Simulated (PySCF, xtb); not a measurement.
Nb(O)(OH)(Me)2 (C2H7NbO2), SMILES [Nb]([CH3])([CH3])([OH])=[O], multiplicity 1.

GFN2-xTB run with xtb at its own geometry gives an orbital gap of 1.98 eV and a dipole moment of 5.99 D.

Geometry: B3LYP-D3(BJ)/def2-SVP. The spin state was assumed, not searched. The def2 effective core potentials stand for the cores of Nb; spin–orbit coupling is left out. One conformer was computed; it need not be the lowest.

Q: What does M06-2X/def2-TZVP run with PySCF give? (Estimate from the structure and the level; the computed values follow.)

A: gap 8.42 eV (levels -9.31 and -0.89 eV), dipole 2.06 D.
